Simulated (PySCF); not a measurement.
Compound: C4H15Al2NO2.
Structure used (PBE0-D3(BJ)/def2-SVP), in Å, numbered top down from 1:
```xyz
24
C4H15Al2NO2 angstrom
C      1.681   -0.350    1.215
N      1.463   -0.430   -0.205
C      2.642   -0.798   -0.941
Al    -0.125   -0.087   -0.969
O     -0.939    1.461   -0.320
C     -0.521    2.800   -0.449
Al    -2.351    0.716    0.634
O     -1.521   -0.829    0.018
C     -1.760   -2.189    0.297
H      2.449    0.405    1.483
H      0.756   -0.072    1.746
H      2.025   -1.315    1.642
H      3.038   -1.789   -0.634
H      3.470   -0.072   -0.803
H      2.429   -0.852   -2.020
H     -0.230   -0.262   -2.541
H     -1.124    3.326   -1.207
H     -0.620    3.326    0.514
H      0.537    2.836   -0.751
H     -3.761    0.980   -0.054
H     -2.148    0.891    2.205
H     -2.504   -2.608   -0.399
H     -2.130   -2.309    1.328
H     -0.822   -2.759    0.201
```

The calculation used delta-SCF UKS SCAN, pcX-2 on the ionised atom, pcseg-1 elsewhere, spin-free X2C (PySCF 2.14.0). Vertical ΔSCF values, vacuum level as zero.

Some binding energies are withheld.

| atom(s) | bonded to | level | binding energy (eV) |
| --- | --- | --- | --- |
| C1/C3 | N and 3 H | C 1s | ? |
| C6/C9 | O and 3 H | C 1s | 292.81 |
| N2 | 2 C and Al | N 1s | ? |
| O5/O8 | C and 2 Al | O 1s | 538.60 |
| Al4 | 2 O, N and H | Al 1s | 1566.31 |
| Al7 | 2 O and 2 H | Al 1s | ? |

(1) Fill in C 1s for C1/C3.

(2) Fill in Al 1s for Al7.

(3) What is the N 1s binding energy of N2 (atom 2)?

Results:

(1) 291.04 eV (N-methyl carbon). The other listed C 1s value is that of C6/C9; the shift against it is -1.77 eV.

(2) 1566.64 eV (aluminium bonded to 2 O and 2 H). The other listed Al 1s value is that of Al4; the shift against it is +0.33 eV.

(3) 403.37 eV (nitrogen bonded to Al and 2 C).

Lowest listed C 1s: C1/C3, bonded to N and 3 H. Highest, 1.77 eV above it: C6/C9, bonded to O and 3 H.

Q: Which photon energy gives electrons from Al 1s of Al4 a kinetic energy of 20 eV, and what is their de Broglie wavelength?

A: hν = 1566.31 + 20 = 1586.31 eV, recoil neglected; λ = 12.264 Å/√(E/eV) = 2.74 Å.

Topologically equivalent atoms share the value of their first member; where this conformer doesn't relate them by symmetry, their own values could differ. One conformer (not necessarily the lowest) at the PBE0-D3(BJ)/def2-SVP geometry, without solvent, vibrations or thermal averaging.

Time: 3.0 min wall; peak memory 1.0 GiB. Hardware: an Arm Neoverse V2 with one thread, on a shared host.
